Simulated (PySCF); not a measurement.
InF₂, SMILES [F][In+][F], charge +1. Heavy atoms are numbered as in [In+:1]([F:2])[F:3].

The structure is a stationary point at r2SCAN-D4/def2-TZVP. The spin state was assumed, not searched. The isomer is the one that the SMILES or the coordinates give; other isomers of the formula were not compared. The def2 effective core potentials stand for the cores of In; spin–orbit coupling is left out.

Method: PySCF with r2SCAN/def2-TZVPD.

Mulliken values depend strongly on the basis, most of all with diffuse functions as here. ESP charges are fitted to the potential on shells at 1.4 to 2.0 van der Waals radii. Atomic charges (e), one atom of each kind:

```
atom  ESP fit  Mulliken
----  -------  --------
In1      1.56      1.54
F2      -0.28     -0.27
```
